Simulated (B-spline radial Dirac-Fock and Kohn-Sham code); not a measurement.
**Dipole and non-dipole photoemission parameters of Pm 5p1/2**

System: the Pm atom in the configuration [Xe] 4f5 6s2; threshold 28.35 eV (orbital energy of the model). Method: Dirac-Hartree-Slater photoionisation with a Latter tail; cross sections with all multipoles, angular parameters from the dipole term and its interference with E2. Computed with a radial finite-basis atomic code.

For linearly polarised light dσ/dΩ = σ/(4π) [1 + β P₂(cos θ) + (δ + γ cos²θ) sin θ cos φ], with θ from the polarisation vector and φ the angle between the beam and the projection of the electron momentum on the plane normal to the polarisation.

| hν (eV) | σ (kb) | β | γ | δ |
| --- | --- | --- | --- | --- |
| 67.1 | 329 | 1.207 | 0.333 | -0.026 |
| 74.4 | 234 | 0.938 | 0.351 | -0.027 |
| 80 | 186 | 0.736 | 0.342 | -0.025 |
| 91.2 | 129 | 0.380 | 0.281 | -0.019 |
| 100 | 102 | 0.171 | 0.213 | -0.012 |
| 122 | 69.0 | -0.061 | 0.048 | 0.008 |
| 129 | 63.1 | -0.067 | 0.010 | 0.014 |
| 300 | 25.8 | 0.977 | 0.172 | 0.025 |
| 405 | 19.0 | 1.271 | 0.266 | 0.015 |
| 470 | 16.2 | 1.379 | 0.282 | 0.011 |
| 517 | 14.5 | 1.438 | 0.282 | 0.008 |
| 546 | 13.6 | 1.468 | 0.279 | 0.007 |
| 552 | 13.5 | 1.473 | 0.278 | 0.007 |
| 568 | 13.0 | 1.488 | 0.275 | 0.006 |
| 600 | 12.2 | 1.514 | 0.267 | 0.005 |
| 681 | 10.4 | 1.567 | 0.242 | 0.003 |
| 800 | 8.41 | 1.620 | 0.197 | 0.001 |
| 806 | 8.33 | 1.622 | 0.195 | 0.001 |
| 1460 | 3.41 | 1.714 | 0.012 | -0.002 |
| 1480 | 3.34 | 1.715 | 0.009 | -0.002 |
| 1730 | 2.56 | 1.718 | -0.016 | -0.002 |
| 2000 | 1.99 | 1.716 | -0.022 | -0.002 |
| 4000 | 0.519 | 1.644 | 0.208 | 0.000 |
| 5414.7 | ? | ? | ? | ? |
| 5460 | 0.265 | 1.585 | 0.451 | 0.006 |
| 6230 | 0.197 | 1.555 | 0.576 | 0.010 |
| 8800 | 0.0872 | 1.468 | 0.956 | 0.027 |
| 9210 | 0.0780 | 1.455 | 1.011 | 0.030 |
| 11200 | 0.0477 | 1.398 | 1.255 | 0.046 |
| 12500 | 0.0360 | 1.364 | 1.396 | 0.057 |

Question: Give the values at Cr Kα (5414.7 eV).

Answer: σ = 0.270 kb, β = 1.586, γ = 0.443, δ = 0.006.
